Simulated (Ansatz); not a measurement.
Input for Ansatz (a quantum-chemistry and plane-wave program): R-wB97M-V/def2-TZVPPD on CH2O2Se (a complex). Files ending in .json are basis or fitting sets from the Basis Set Exchange.

Ansatz 0.2 input:
```yaml
crystal:
  periodic: [false, false, false]
  atoms:
    - {symbol: O, position_ang: [0.76179544, 0.75362911, -0.39754174]}
    - {symbol: C, position_ang: [-0.14043988, 0.02530428, -0.41792510]}
    - {symbol: O, position_ang: [-1.04047856, -0.70477047, -0.46225447]}
    - {symbol: Se, position_ang: [-0.27781864, 0.02855313, 3.11045224]}
    - {symbol: H, position_ang: [-0.57845609, -1.41058879, 3.11995163]}
    - {symbol: H, position_ang: [1.16691500, -0.23415161, 3.18440845]}
basis:
  gaussian:
    orbitals: def2-TZVPPD.json
hamiltonian:
  xc: {name: wB97M-V}
scf: {lower_state_search: off}
```

It printed:

```
WARN ansatz: RAYON_NUM_THREADS=1 ignored (pool sized by the plan → 1); use --threads N
Functional definition: wB97M-V
these checks for a lower state are left out or cut short: stability, starts, cluster_reference, orbital_swaps, neighbouring_geometries, increment
integrals: 0.17 GiB planned
1097 factors; their error is unknown
integrals: 0.20 GiB planned
281 factors; integrals over basis functions are off by at most 3.4e-5 eV
mean field: 1.37 GiB planned
mean field evaluation 1: about -70507.1992 eV, gradient 4.8e1 eV
mean field evaluation 2: about -70506.2519 eV, gradient 5.7e1 eV
mean field evaluation 4: about -70510.8539 eV, gradient 9.2e-1 eV
mean field evaluation 8: about -70511.0437 eV, gradient 2.8e-1 eV
mean field evaluation 16: about -70511.0438 eV, gradient 1.8e-5 eV
mean field -70511.04378027 eV, -2591.2330648229 hartree, gradient 8.4e-6 eV, S^2 0.000000; 0 other end points of the search recorded, 0 dependent functions left out
reference -70511.04386393 eV, -2591.2330678972 hartree; 29, 29 occupied and 179, 179 virtual orbitals, 1097 factors
Total energy: -70511.04386393 eV, -2591.2330678972 hartree
Checks for a lower state left out: stability, starts, cluster_reference, orbital_swaps, neighbouring_geometries, increment
```

The run converged.

Cost: very roughly 11 core-seconds.
